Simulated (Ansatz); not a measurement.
Os3. Total charge 0; singlet. Geometry PBE0-D4/def2-TZVP.

```tsv
atom	x (Å)	y (Å)	z (Å)
Os1	1.2288	-0.0201	0.7831
Os2	-0.7436	-0.9933	-0.7643
Os3	-0.4853	1.0134	-0.0188
```

In the def2 sets Os takes a core potential; there is no spin–orbit coupling. The restricted singlet is unstable towards broken spin symmetry in Hartree–Fock (as tested in another run); at HF/def2-TZVP, PBE-D4/def2-TZVP, r2SCAN-D4/def2-TZVP, PBE0-D4/def2-TZVP and others this wasn't settled. No other spin state of charge 0 was run. Another isomer (quintet) lies 1.40 eV lower at PBE0-D4/def2-TZVP; other spin states weren't run for this one.

Task: Estimate the orbital energies around the gap (eV) in Ansatz with HF/def2-TZVP, PBE-D4/def2-TZVP, r2SCAN-D4/def2-TZVP, PBE0-D4/def2-TZVP, ωB97X-V/def2-TZVP.

Result: 
| orbital | HF/def2-TZVP | PBE-D4/def2-TZVP | r2SCAN-D4/def2-TZVP | PBE0-D4/def2-TZVP | ωB97X-V/def2-TZVP |
| --- | --- | --- | --- | --- | --- |
| HOMO−5 | -8.79 | -6.14 | -6.17 | -6.86 | -8.87 |
| HOMO−4 | -8.53 | -5.52 | -5.50 | -6.12 | -8.31 |
| HOMO−3 | -8.39 | -5.34 | -5.33 | -6.08 | -8.07 |
| HOMO−2 | -8.27 | -4.38 | -4.45 | -5.16 | -7.31 |
| HOMO−1 | -7.22 | -4.19 | -4.22 | -5.06 | -7.20 |
| HOMO | -6.71 | -4.18 | -4.22 | -4.97 | -7.08 |
| LUMO | 0.08 | -4.16 | -4.02 | -3.02 | -0.88 |
| LUMO+1 | 0.55 | -4.16 | -3.97 | -3.00 | -0.75 |
| LUMO+2 | 1.25 | -3.89 | -3.56 | -2.79 | -0.70 |
| LUMO+3 | 1.36 | -3.65 | -3.41 | -2.68 | -0.70 |
| LUMO+4 | 1.69 | -3.55 | -3.30 | -2.37 | 0.04 |
| LUMO+5 | 2.03 | -3.11 | -2.85 | -2.00 | 0.13 |
